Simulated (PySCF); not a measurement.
PySCF input for SnOCl, SMILES [O]=[Sn][Cl], multiplicity 2, TDA-PBE/def2-SVPD. Coordinates come from a B3LYP-D3(BJ)/def2-TZVP optimisation. The def2 effective core potentials stand for the cores of Sn; spin–orbit coupling is left out.

```python
import numpy as np
from pyscf import gto, scf, dft, tdscf

mol = gto.M(
    atom='''
    Sn    0.31926546   -0.46069359    0.00000000
    O    -1.56985119   -1.09222223    0.00000000
    Cl   -0.20026255    1.86896808    0.00000000
    ''',
    basis='def2-SVPD',
    ecp={'Sn': 'def2-svp'},
    charge=0,
    spin=1,
    max_memory=1600,
    verbose=4,
)
mf = dft.UKS(mol, xc='pbe').density_fit(auxbasis='def2-universal-jkfit')
mf.grids.level = 3
mf.conv_tol = 1e-9
mf.max_cycle = 100
mf.kernel()
fine, coarse = mf.grids, dft.Grids(mol).set(level=1).build(with_non0tab=True)
for _ in range(3):  # follow internal instabilities
    mf.grids = coarse
    mo, _, stable, _ = mf.stability(return_status=True, nroots=4)
    mf.grids = fine
    if stable:
        break
    mf.kernel(mf.make_rdm1(mo, mf.mo_occ))
mf.grids = dft.Grids(mol).set(level=1).build(with_non0tab=True)  # coarser grid for the response kernel
td = tdscf.TDA(mf)
td.nstates = 10
td.conv_tol = 1e-4
td.positive_eig_threshold = 1e-6
td.kernel(x0=td.get_init_guess(mf, 15))
td.analyze(verbose=3)
```

Log of the run:

```
PySCF version 2.14.0

[INPUT] verbose = 4
[INPUT] num. atoms = 3
[INPUT] num. electrons = 47
[INPUT] charge = 0
[INPUT] spin (= nelec alpha-beta = 2S) = 1
[INPUT] symmetry False subgroup None
[INPUT] Mole.unit = angstrom
[INPUT] Symbol           X                Y                Z      unit          X                Y                Z       unit  Magmom
[INPUT]  1 Sn     0.319265460000  -0.460693590000   0.000000000000 AA    0.603324280433  -0.870584712443   0.000000000000 Bohr   0.0
[INPUT]  2 O     -1.569851190000  -1.092222230000   0.000000000000 AA   -2.966588805423  -2.064000881862   0.000000000000 Bohr   0.0
[INPUT]  3 Cl    -0.200262550000   1.868968080000   0.000000000000 AA   -0.378441372507   3.531837806754   0.000000000000 Bohr   0.0

nuclear repulsion = 151.732519042241
number of shells = 32
number of NR pGTOs = 145
number of NR cGTOs = 82
basis = def2-SVPD
ecp = {'Sn': 'def2-svp'}


[settings echo left out]
init E= -726.551049990451
  alpha nocc = 24  HOMO = -0.677211607585932  LUMO = -0.650875950321128
  beta  nocc = 23  HOMO = -0.727701402774413  LUMO = -0.677211607585933

WARN: HOMO -0.677211607585932 >= LUMO -0.677211607585933

cycle= 1 E= -745.004223813776  delta_E= -18.5  |g|= 2.62  |ddm|= 7.14
  alpha nocc = 24  HOMO = -0.106462209683457  LUMO = 0.0215779695041363
  beta  nocc = 23  HOMO = -0.152437326906437  LUMO = -0.0963566875902728
  HOMO = -0.106462209683  LUMO = -0.0963566875903  gap/eV = 0.27499
cycle= 2 E= -653.797855556645  delta_E= 91.2  |g|=  8.7  |ddm|= 19.9
  alpha nocc = 24  HOMO = -0.226441372800508  LUMO = -0.0639847607737271
  beta  nocc = 23  HOMO = -0.241064372109861  LUMO = -0.217138709807156
  HOMO = -0.226441372801  LUMO = -0.217138709807  gap/eV = 0.25314
cycle= 3 E= -748.643818909453  delta_E= -94.8  |g|= 0.932  |ddm|= 18.9
  alpha nocc = 24  HOMO = -0.0726626718355274  LUMO = -0.0149044619912918
  beta  nocc = 23  HOMO = -0.115247787222498  LUMO = -0.0624953201112884
  HOMO = -0.0726626718355  LUMO = -0.0624953201113  gap/eV = 0.27667
cycle= 4 E= -744.919704754541  delta_E= 3.72  |g|= 2.24  |ddm|= 2.93
  alpha nocc = 24  HOMO = -0.209794830570257  LUMO = -0.0994863194718434
  beta  nocc = 23  HOMO = -0.213636715761644  LUMO = -0.198793246926877
  HOMO = -0.20979483057  LUMO = -0.198793246927  gap/eV = 0.29937
cycle= 5 E= -748.344648956891  delta_E= -3.42  |g|= 1.19  |ddm|= 2.59
  alpha nocc = 24  HOMO = -0.235044412519981  LUMO = -0.115374266159563
  beta  nocc = 23  HOMO = -0.237837096353331  LUMO = -0.223392035552169
  HOMO = -0.23504441252  LUMO = -0.223392035552  gap/eV = 0.31708
cycle= 6 E= -749.237449030141  delta_E= -0.893  |g|= 0.229  |ddm|= 1.38
  alpha nocc = 24  HOMO = -0.25158345644225  LUMO = -0.127275130624632
  beta  nocc = 23  HOMO = -0.240153034588865  LUMO = -0.211297280345649
  HOMO = -0.240153034589  LUMO = -0.211297280346  gap/eV = 0.78521
cycle= 7 E= -749.233256167744  delta_E= 0.00419  |g|= 0.234  |ddm|= 0.409
  alpha nocc = 24  HOMO = -0.261637281070396  LUMO = -0.127914809917691
  beta  nocc = 23  HOMO = -0.24685138371593  LUMO = -0.213772619723343
  HOMO = -0.246851383716  LUMO = -0.213772619723  gap/eV = 0.90012
cycle= 8 E= -749.250166986364  delta_E= -0.0169  |g|= 0.169  |ddm|= 0.104
  alpha nocc = 24  HOMO = -0.259667378119156  LUMO = -0.126576637631743
  beta  nocc = 23  HOMO = -0.255000868975703  LUMO = -0.221150087824849
  HOMO = -0.255000868976  LUMO = -0.221150087825  gap/eV = 0.92113
cycle= 9 E= -749.265795995999  delta_E= -0.0156  |g|= 0.0393  |ddm|= 0.208
  alpha nocc = 24  HOMO = -0.264436626870405  LUMO = -0.131142367804522
  beta  nocc = 23  HOMO = -0.258325817164295  LUMO = -0.226632426342857
  HOMO = -0.258325817164  LUMO = -0.226632426343  gap/eV = 0.86242
cycle= 10 E= -749.266436969824  delta_E= -0.000641  |g|= 0.0265  |ddm|= 0.0611
  alpha nocc = 24  HOMO = -0.263915099778058  LUMO = -0.129996585073819
  beta  nocc = 23  HOMO = -0.256303119361253  LUMO = -0.224961313939555
  HOMO = -0.256303119361  LUMO = -0.22496131394  gap/eV = 0.85285
cycle= 11 E= -749.266856811988  delta_E= -0.00042  |g|= 0.00253  |ddm|= 0.0275
  alpha nocc = 24  HOMO = -0.264253104503707  LUMO = -0.129920962708475
  beta  nocc = 23  HOMO = -0.256382439443744  LUMO = -0.225051738707599
  HOMO = -0.256382439444  LUMO = -0.225051738708  gap/eV = 0.85255
cycle= 12 E= -749.266861739535  delta_E= -4.93e-06  |g|= 0.00196  |ddm|= 0.00823
  alpha nocc = 24  HOMO = -0.26433447087054  LUMO = -0.129954279411585
  beta  nocc = 23  HOMO = -0.256366655687505  LUMO = -0.225150131356542
  HOMO = -0.256366655688  LUMO = -0.225150131357  gap/eV = 0.84944
cycle= 13 E= -749.266864917676  delta_E= -3.18e-06  |g|= 0.00117  |ddm|= 0.00629
  alpha nocc = 24  HOMO = -0.264441142749422  LUMO = -0.130029152616409
  beta  nocc = 23  HOMO = -0.256372137524622  LUMO = -0.225114109241465
  HOMO = -0.256372137525  LUMO = -0.225114109241  gap/eV = 0.85057
cycle= 14 E= -749.266865996645  delta_E= -1.08e-06  |g|= 0.0002  |ddm|= 0.00281
  alpha nocc = 24  HOMO = -0.264462767320817  LUMO = -0.130028664185268
  beta  nocc = 23  HOMO = -0.256383666926699  LUMO = -0.225105069518139
  HOMO = -0.256383666927  LUMO = -0.225105069518  gap/eV = 0.85113
cycle= 15 E= -749.266866021059  delta_E= -2.44e-08  |g|= 0.000142  |ddm|= 0.000606
  alpha nocc = 24  HOMO = -0.264454824653153  LUMO = -0.130027256193472
  beta  nocc = 23  HOMO = -0.256382934942516  LUMO = -0.225099984420508
  HOMO = -0.256382934943  LUMO = -0.225099984421  gap/eV = 0.85125
cycle= 16 E= -749.266866033263  delta_E= -1.22e-08  |g|= 5.22e-05  |ddm|= 0.000271
  alpha nocc = 24  HOMO = -0.264459293858358  LUMO = -0.130030006812198
  beta  nocc = 23  HOMO = -0.256382410048421  LUMO = -0.22509546052484
  HOMO = -0.256382410048  LUMO = -0.225095460525  gap/eV = 0.85136
cycle= 17 E= -749.266866035319  delta_E= -2.06e-09  |g|= 1.5e-05  |ddm|= 0.000118
  alpha nocc = 24  HOMO = -0.264459695126298  LUMO = -0.130030707171564
  beta  nocc = 23  HOMO = -0.256383298700375  LUMO = -0.225096613116036
  HOMO = -0.2563832987  LUMO = -0.225096613116  gap/eV = 0.85135
cycle= 18 E= -749.266866035455  delta_E= -1.36e-10  |g|= 2.08e-06  |ddm|= 1.84e-05
  alpha nocc = 24  HOMO = -0.26445950562247  LUMO = -0.13003029743814
  beta  nocc = 23  HOMO = -0.256383279471049  LUMO = -0.225096845303398
  HOMO = -0.256383279471  LUMO = -0.225096845303  gap/eV = 0.85135
Extra cycle  E= -749.266866035437  delta_E= 1.77e-11  |g|= 5.93e-06  |ddm|= 1.15e-05
converged SCF energy = -749.266866035437  <S^2> = 0.75677183  2S+1 = 2.0067604
tot grids = 19528
uhf_internal: lowest eigs of H = [0.03775138 0.04921942 0.14523497 0.14633859]
<class 'pyscf.df.df_jk.DFUKS'> wavefunction is stable in the internal stability analysis
tot grids = 19528
Overwritten attributes  positive_eig_threshold  of <class 'pyscf.tdscf.uks.TDA'>


******** <class 'pyscf.tdscf.uks.TDA'> for <class 'pyscf.df.df_jk.DFUKS'> ********
nstates = 10
deg_eia_thresh = 1.000e-03
wfnsym = None
conv_tol = 0.0001
eigh lindep = 1e-12
eigh level_shift = 0
eigh max_cycle = 100


Excitation energies (eV)
[0.83422551 0.85323748 2.02102799 2.03771412 2.75050888 3.15603234
 3.48261467 3.8526533  4.23613218 4.36206689]

** Excitation energies and oscillator strengths **
Excited State   1:      0.83423 eV   1486.22 nm  f=0.0001
Excited State   2:      0.85324 eV   1453.10 nm  f=0.0025
Excited State   3:      2.02103 eV    613.47 nm  f=0.0005
Excited State   4:      2.03771 eV    608.45 nm  f=0.0059
Excited State   5:      2.75051 eV    450.77 nm  f=0.0211
Excited State   6:      3.15603 eV    392.85 nm  f=0.0000
Excited State   7:      3.48261 eV    356.01 nm  f=0.0024
Excited State   8:      3.85265 eV    321.82 nm  f=0.0205
Excited State   9:      4.23613 eV    292.68 nm  f=0.0047
Excited State  10:      4.36207 eV    284.23 nm  f=0.0009
```

The calculation finished and met its thresholds.
